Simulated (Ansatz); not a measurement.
Geometry optimisation, Ansatz, RKS PBE/def2-SVP.

The input (input.yaml):

```yaml
crystal:
  periodic: [false, false, false]
  atoms:
    - { symbol: Ge, position_ang: [0.282163, 0.679894, -0.332151] }
    - { symbol: F, position_ang: [1.088764, -0.394395, 2.222815] }
    - { symbol: Cl, position_ang: [1.850688, -0.607821, -1.031494] }
    - { symbol: Cl, position_ang: [-0.72838, 1.577285, -2.007905] }
    - { symbol: F, position_ang: [-0.948724, -0.286335, 0.462765] }
    - { symbol: S, position_ang: [0.914938, 2.346455, 1.024737] }
    - { symbol: H, position_ang: [1.848552, 1.543673, 1.613375] }
    - { symbol: H, position_ang: [0.361699, 0.178244, 2.355758] }
basis:
  gaussian: { orbitals: def2-SVP }
hamiltonian:
  xc: pbe
relax:
  f_tol: 0.03
  max_steps: 50
output:
  orbitals: {}
```

Launched with:

```bash
$ ansatz run input.yaml --threads 4 --pin off --max-ram 5120MiB --backend cpu --events-out ev --progress --plain --runs-dir out
```

Q: Where does it end, and by what steps?

A: It converged. The force dipped under the threshold on the way, but the program's further checks kept it going. After 12 steps the energy has fallen by 0.312 eV; H8 moved furthest, 0.58 Å.

```csv
step,energy less start (eV),largest force component (eV/Å),accepted
0,0.0000,0.377,yes
1,-0.0522,1.087,yes
2,-0.0465,2.477,no
3,-0.0950,0.844,yes
4,-0.1407,0.876,yes
5,-0.2234,0.668,yes
6,-0.2893,0.324,yes
7,-0.3045,0.169,yes
8,-0.2954,0.579,no
9,-0.3106,0.054,yes
10,-0.3106,0.054,no
11,-0.3111,0.016,yes
12,-0.3118,0.026,yes
```

```xyz
8
Properties=species:S:1:pos:R:3
Ge 0.405 0.812 -0.421
F 1.048 -0.178 2.613
Cl 1.762 -0.648 -1.224
Cl -0.887 1.529 -1.974
F -0.632 -0.145 0.683
S 1.284 2.444 0.753
H 1.423 1.550 1.794
H 0.267 -0.326 2.084
```

Time of the run: 18 s on 4 threads of Arm Neoverse V2, on a shared host, peak memory 0.2 GiB.
